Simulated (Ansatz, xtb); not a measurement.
Relative energy of two isomers of C3H7FSi

Structure a is `F[C@@H]1C[C@@H]1[SiH3]`, a singlet and structure b is `F[C@@H]1C[C@H]1[SiH3]`, a singlet. Both are isolated molecules in the gas phase, relaxed with B3LYP/def2-SVP.

Energies in hartree; the thermal terms are from B3LYP/def2-SVP harmonic frequencies (ideal gas, rigid rotor, one conformer each, 298.15 K, 1 atm) and include the zero-point energy:

```
                              a           b
E, CCSD(T)/def2-SVP  −506.521919  −506.520089
    E, MP2/def2-SVP  −506.446733  −506.444934
  E, MP2/def2-TZVPP  −506.980018  −506.979399
  zero-point energy     0.088498     0.088287
       H(298 K) − E     0.095598     0.095478
       G(298 K) − E     0.058683     0.058346
```

Q: Correct the CCSD(T) difference for the basis set by the MP2 change, then work out ΔE, ΔE₀, ΔH and ΔG for a → b in kcal/mol (1 Eh = 627.51 kcal/mol) and the equilibrium ratio [b]/[a].

A: 1. Differences b − a: CCSD(T) +0.001830, MP2 in the small set +0.001799, MP2 in the large set +0.000619 Eh.
2. ΔE = +0.001830 + (+0.000619 − (+0.001799)) = +0.000650 Eh = +0.41 kcal/mol.
3. ΔE₀ = ΔE + ΔZPE = +0.000650 + (−0.000211) Eh = +0.28 kcal/mol.
4. ΔH = ΔE + (−0.000120) Eh = +0.33 kcal/mol.
5. ΔG = ΔE + (−0.000337) Eh = +0.20 kcal/mol, so ΔS = (ΔH − ΔG)/T = +1.9 J/(mol K).
6. kT = 0.9442 mEh, so K = [b]/[a] = exp(−ΔG/kT) = exp(−0.33) ≈ 0.72.

The two are too close for this level to say which is favoured. An error of 1 kcal/mol in ΔG would change K by a factor of 5.4. Mirror images and further conformers aren't counted.

As drawn, both hold the same kinds of bond in the same numbers.

Other levels gave ΔE = +0.3 (GFN2-xTB); +0.2 (HF/STO-3G, GFN2-xTB geometries); +1.0 (r2SCAN-D4/def2-SVP, GFN2-xTB geometries); +0.9 (B3LYP/def2-SVP); +0.9 (HF/def2-SVP); +1.1 (MP2/def2-SVP); +1.1 (CCSD(T)/def2-SVP) kcal/mol. The correlated steps freeze 9 core orbitals. Programs: Ansatz 0.2.0, xtb 6.7.1.
